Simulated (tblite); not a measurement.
Compound: C6H11B3.
Z-matrix (Å and degrees, GFN2-xTB geometry), rows numbered from 1:
```
C 
B   1  1.5805
C   2  1.5859  1  117.24
B   2  1.6456  1  123.42  3   179.91
C   4  1.5455  2  120.29  1   -78.02
C   5  1.3506  4  116.40  2   127.29
B   6  1.5460  5  121.12  4    16.88
C   7  1.5459  6  117.57  5     1.56
C   8  1.3506  7  121.09  6    -1.53
H   1  1.0880  2  113.49  3   148.13
H   1  1.0883  2  113.99  3    23.48
H   1  1.0911  2  107.89  3   -94.69
H   3  1.0876  2  114.61  1   156.28
H   3  1.0883  2  112.76  1    31.83
H   3  1.0909  2  107.66  1   -85.29
H   5  1.0861  4  122.91  2   -41.08
H   6  1.0876  5  118.12  4  -168.98
H   7  1.1745  6  120.95  5   173.10
H   8  1.0876  7  120.50  6   172.41
H   9  1.0861  4  122.92  2    41.14
```

Level: GFN2-xTB in tblite, geometry and Hessian alike; calculated harmonic values, unscaled, isolated species. This tight-binding method is rough: wavenumbers can miss measured ones by several per cent, in bad cases by 10 to 20. Modes of hydrogen on boron can be 10 to 20 % off. One conformer, not necessarily the lowest.

Harmonic wavenumbers (cm⁻¹): 45.3, 50.0, 56.6, 86.1, 102.0, 130.0, 191.2, 271.0, 282.4, 380.9, 393.4, 404.7, 493.1, 563.1, 648.7, 685.3, 709.7, 769.2, 825.8, 828.8, 834.4, 863.4, 871.9, 925.3, 963.1, 967.8, 980.5, 1081.2, 1086.6, 1118.2, 1147.0, 1182.9, 1232.3, 1335.8, 1349.6, 1370.4, 1382.0, 1478.9, 1481.2, 1494.8, 1498.6, 1523.3, 1552.6, 2604.8, 2980.0, 2982.1, 2990.5, 2993.8, 3002.4, 3004.1, 3017.6, 3022.3, 3029.1, 3031.3.

A = 2781, B = 1018, C = 952.5 MHz; mass 116.114 u (most abundant isotopes); point group C1, symmetry number 1.

Question: What is the zero-point energy?

Answer: Half the sum of the wavenumbers: 34149 cm⁻¹ = 97.64 kcal/mol.

Question: Give the ideal-gas entropy at 400 K and 1 bar in the rigid-rotor, harmonic-oscillator model (classical rotation).

Answer: Translation 41.65, rotation 30.04, vibration 48.58: S = 120.3 cal/(mol K).

Question: And Cp and H(400 K) − H(0)?

Answer: Cp = 52.75 cal/(mol K), of which vibrations give 44.80 (their classical limit is 54 R = 107.3); H(400 K) − H(0) = 12.65 kcal/mol without the zero-point energy, 9.47 from vibrations.

Question: Which modes carry the vibrational entropy at 400 K?

Answer: 45.3 cm⁻¹: 5.59; 50.0 cm⁻¹: 5.40; 56.6 cm⁻¹: 5.15; 86.1 cm⁻¹: 4.32; 102.0 cm⁻¹: 3.99; 130.0 cm⁻¹: 3.52 cal/(mol K); the other 48 give 20.60 together.

Question: What must be added to the electronic energy to get the Gibbs energy at 400 K and 1 bar?

Answer: ZPE + [H(400 K) − H(0)] − T·S = 97.64 + 12.65 − 48.11 = 62.18 kcal/mol.

Hindered rotation and anharmonicity are outside this model. Other conformers, if any are populated, would add a mixing term that is left out. The structure is chiral; the term R ln 2 for an equal mix with its mirror image is left out.

The run took 1.3 s on an Arm Neoverse N1 with one thread, no GPU, shared host. This covers the Hessian and the dipole derivatives.
